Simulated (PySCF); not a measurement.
# How methods differ on the ionisation energy of Ag²⁺

Ag²⁺ [Kr] 4d9 (2D) → Ag³⁺ [Kr] 4d8 (3F), as a difference of total energies. All numbers are calculated (PySCF 2.14, scalar relativity through the core potential, in aug-cc-pwCVDZ-PP with ECP28MDF). Correlated levels: valence: 4s2 4p6 frozen; valence and next inner shell: nothing frozen outside the core potential. The calculations carry no spin-orbit coupling.

Problem. Order these methods by the ionisation energy they give, lowest first.
A. MN15
B. UHF
C. SCS-MP2 (valence)
D. MP2 (valence)

Solution. B (32.868 eV), C (34.552 eV), D (34.681 eV), A (35.511 eV).

The reference lies between the lowest fine-structure levels, while these numbers refer to the centres of the terms.

Errors of the correlated levels include the incompleteness of this basis and the frozen core.

For comparison: 34.8 ± 0.3 eV (semi-empirical (NIST evaluation); NIST Atomic Spectra Database, ionization energies).
